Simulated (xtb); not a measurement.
SiFI₃, SMILES [Si](F)(I)(I)I. All values are semi-empirical tight-binding results from xtb (GFN2-xTB unless named), good for trends rather than for accurate numbers. The structure is a stationary point at GFN2-xTB.

```json
{
  "point_group_as_xtb_finds_it": "C3v",
  "orbital_gap": "4.72 eV",
  "zero_point_energy": "3.8 kcal/mol",
  "G − E(el) at 298.15 K (modified RRHO)": "-19.2 kcal/mol",
  "static polarisability (D4 model)": "127.0 bohr³",
  "solvation energy, GFN2-xTB/ALPB(water)": "-2.5 kcal/mol",
  "solvation energy, GFN2-xTB/ALPB(acetonitrile)": "-9.5 kcal/mol"
}
```
